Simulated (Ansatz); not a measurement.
Basis-set extrapolation for C3H8BFO, SMILES `CCOB(C)F` (PBE0-D4/def2-TZVP geometry, frozen core, the Gaussian-basis code of Ansatz). Multiplicity 1, RHF reference.

```
                      def2-TZVPP   def2-QZVPP
                 HF  -317.510829  -317.525628
    MP2 correlation    -1.104081    -1.186919
CCSD(T) correlation    -1.188864      not run
```

Energies in hartree. Use E(X) = E(∞) + A·exp(−7.88·√X) for Hartree–Fock and E(X) = E(∞) + B·X^(−2.97) for correlation, with X = 3 and 4, and add CCSD(T) minus MP2 of the smaller set to the MP2 limit.

**Question.** What is the CCSD(T) energy at the basis-set limit?

**Answer.** HF limit: -317.525628 + (-0.014799) × 0.13774 = -317.52767. MP2 limit: -1.186919 + (-0.082838) × 0.74074 = -1.24828. Higher-order term: -1.188864 − (-1.104081) = -0.08478. Total: -318.86073 hartree, 101.1 kcal/mol below CCSD(T)/def2-TZVPP.
